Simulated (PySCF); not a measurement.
**Cobalt: a sound run and one with changed settings**

Sound run: Co [Ar] 3d7 4s2, Co⁺ [Ar] 3d8. Computed with PySCF 2.14 in pcseg-2 (6s4p3d2f1g, 56 functions), with the non-relativistic Hamiltonian (point nucleus). The sound run starts from symmetry-adapted Hartree-Fock orbitals and uses a fine grid where one is needed.

Changed run: radial step 0.5 in ln r (0.13 in the sound run). This setting is unsound on purpose.

```
species  method  sound run (hartree)  changed run (hartree)  converged
     Co     UHF          -1381.40041            -1381.40041        yes
     Co    BP86          -1382.94939            -1382.95379        yes
     Co   M06-L          -1382.66823            -1382.61406        yes
    Co⁺     UHF          -1381.10962            -1381.10962        yes
    Co⁺    BP86          -1382.67810            -1382.68429        yes
    Co⁺   M06-L          -1382.41080            -1382.35925        yes
```

Ionisation energy of Co:

```csv
method,sound run (eV),changed run (eV)
UHF,7.913,7.913
BP86,7.382,7.333
M06-L,7.005,6.934
```

A coarse radial grid mis-integrates the density and the exchange-correlation energy, with errors of either sign; Hartree-Fock needs no grid.

For comparison, NIST gives 7.881 eV between the lowest levels.
